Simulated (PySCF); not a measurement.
Compound: C₅H₁₀NP.
SMILES with atom numbers: `[CH3:1][C:2]([CH3:3])([CH3:4])[NH:5][C:6]#[P:7]` (hydrogens: H8, H9, H10 on C1; H11, H12, H13 on C3; H14, H15, H16 on C4; H17 on N5)

Structure used (GFN2-xTB), in Å, numbered top down from 1:
```xyz
17
C5H10NP angstrom
C     -0.8707   -1.1617   -0.3004
C     -0.0671    0.0529    0.1615
C     -0.4419    1.2867   -0.6689
C     -0.3034    0.3169    1.6478
N      1.3570   -0.2471   -0.0051
C      1.8410   -0.7228   -1.1313
P      2.3844   -1.3607   -2.4479
H     -0.6818   -1.3576   -1.3535
H     -1.9337   -0.9855   -0.1602
H     -0.5802   -2.0420    0.2684
H     -0.2271    1.1039   -1.7199
H     -1.4998    1.5108   -0.5635
H      0.1297    2.1548   -0.3449
H      0.2615    1.1865    1.9809
H      0.0015   -0.5443    2.2383
H     -1.3580    0.5057    1.8299
H      1.9816    0.3156    0.5588
```

Theory: PySCF 2.14.0, density-fitted response routines, TDDFT B3LYP/def2-SVPD, vertical, gas phase, core orbitals frozen in the response.

Ground-to-excited transition dipoles (e·a0, same axes as the geometry; the sign carries no meaning), for the states with f of 0.002 or more among the lowest 8:

| state | E (hartree) | μx | μy | μz |
| --- | --- | --- | --- | --- |
| S2 | 0.1697 | -0.172 | 0.146 | 0.235 |
| S5 | 0.2212 | -0.023 | -0.019 | 0.128 |
| S6 | 0.2282 | 0.057 | -0.426 | 0.190 |
| S7 | 0.2330 | -0.565 | 0.391 | 0.729 |
| S8 | 0.2354 | 0.068 | 0.139 | 0.153 |

(1) What oscillator strength does each state have?

(2) Which bond between heavy atoms lies closest to the direction of the S7 transition dipole?

(3) What angle do the transition dipoles of S6 and S7 make?

(4) What peak molar absorption coefficient would the strongest computed level give as a lone Gaussian band 0.3 eV wide at half height?

## Answers

(1) f = (2/3) ΔE |μ|² with ΔE in hartree (27.2114 eV).

```
state  |μ|² (au)  |μ| (D)      f
   S2      0.106     0.83  0.012
   S5      0.017     0.33  0.003
   S6      0.221     1.19  0.034
   S7      1.004     2.55  0.156
   S8      0.047     0.55  0.007
```

(2) N5–C6 and C6–P7, at 14° from it; next C2–C4 at 30°.

(3) |cos θ| = |μa·μb| / (|μa| |μb|) = 0.13, so θ ≈ 83° (taken between 0 and 90°, since the signs are arbitrary).

(4) ε(max) = 2.175×10⁸ f / FWHM, with the width in cm⁻¹. S7: 2.175×10⁸ × 0.1560 / 2420 ≈ 14000 L mol⁻¹ cm⁻¹.
